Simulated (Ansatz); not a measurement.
Born–Oppenheimer molecular dynamics of GaH$_{2}$OS (5 atoms, charge 0, multiplicity 2). It starts at the highest image of a converged band. Of that band: Neighbouring images differ by up to 1.5 eV, so the band resolves the path poorly. A vibrational analysis at the climbing image gives one clearly imaginary mode, 85i cm⁻¹: a first-order saddle point.

The calculation used Ansatz 0.2.0, UKS B3LYP/def2-SVPD.

| Quantity | Value |
| --- | --- |
| ensemble | NVE (velocity Verlet) |
| time step | 0.5 fs |
| steps asked | 200 |
| starting velocities drawn for | 300 K |
| seed | 5206 |

First frame:

```xyz
5
Properties=species:S:1:pos:R:3
O -0.775 -0.039 -0.673
S -0.789 0.324 1.039
Ga 1.377 0.909 -0.483
H -0.895 -0.995 -0.769
H 1.082 -0.199 0.886
```

How far do the bonds stretch over the last three quarters of this one trajectory? (Pairs bonded in most of those frames.)


| bond | mean (Å) | spread (Å) | shortest | longest |
| --- | --- | --- | --- | --- |
| O1–S2 | 1.732 | 0.009 | 1.72 | 1.74 |
| O1–H4 | 0.969 | 0.014 | 0.95 | 0.99 |
| S2–Ga3 | 2.589 | 0.088 | 2.47 | 2.72 |
| Ga3–H5 | 1.753 | 0.045 | 1.67 | 1.84 |

Mean temperature of the second half: 167 K. The conserved energy stayed within 0.082 meV per atom of its start (net change 0.026 meV per atom), so the integration is sound. The temperature averaged 0.56 of the 300 K drawn at the start: a run that starts near a minimum puts about half its kinetic energy into the potential. A run of 0.1 ps of so small a system gives no equilibrium averages.

Run time: 14 min on 2 threads of Arm Neoverse V1 (shared host), peak memory 0.31 GiB.
